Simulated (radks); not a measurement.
Results of a calculation; reference values are marked as such.
All-electron atom: Mn4+ in [Ar] 3d1 4s2 (not the ground configuration). Level of theory: scalar-relativistic Kohn-Sham, PBE, spin-polarised, spherical densities, point nucleus; open shells are filled with parallel spins first (a radial shooting solver on a logarithmic mesh with Libxc functionals).

Normalised radial functions P(r) = r R(r), r in bohr:

r         3s down    4s up  4s down
0.007247   0.1836   0.0789   0.0782
0.009362   0.2231   0.0959   0.0950
0.01209    0.2665   0.1145   0.1134
0.01562    0.3107   0.1334   0.1322
0.02018    0.3504   0.1504   0.1491
0.02607    0.3770   0.1618   0.1603
0.03367    0.3781   0.1621   0.1606
0.04349    0.3380   0.1445   0.1432
0.05618    0.2404   0.1021   0.1012
0.07258    0.0748   0.0304   0.0301
0.09375   -0.1527  -0.0678  -0.0672
0.1211    -0.4065  -0.1765  -0.1749
0.1564    -0.6125  -0.2624  -0.2600
0.2021    -0.6676  -0.2791  -0.2766
0.261     -0.4786  -0.1855  -0.1837
0.3372    -0.0297   0.0215   0.0213
0.4356     0.5619   0.2751   0.2727
0.5626     1.0651   0.4422   0.4387
0.7268     1.2510   0.3820   0.3808
0.9388     1.0601   0.0560   0.0597
1.213      0.6607  -0.4030  -0.3951
1.567      0.2960  -0.7538  -0.7473
2.024      0.0905  -0.8119  -0.8122
2.614      0.0171  -0.5843  -0.5891
3.377      0.0018  -0.2802  -0.2849
4.362      0.0001  -0.0836  -0.0858
5.634      0.0000  -0.0138  -0.0143

3s down: eigenvalue -160.03 eV, 2 radial nodes at r = 0.0795, 0.342 bohr, <r> = 0.813 bohr, 90 % of the charge inside 1.20 bohr. 4s up: eigenvalue -48.533 eV, 3 radial nodes at r = 0.0791, 0.330, 0.970 bohr, <r> = 2.01 bohr, 90 % of the charge inside 2.89 bohr. 4s down: eigenvalue -48.209 eV, 3 radial nodes at r = 0.0791, 0.330, 0.973 bohr, <r> = 2.02 bohr, 90 % of the charge inside 2.90 bohr.
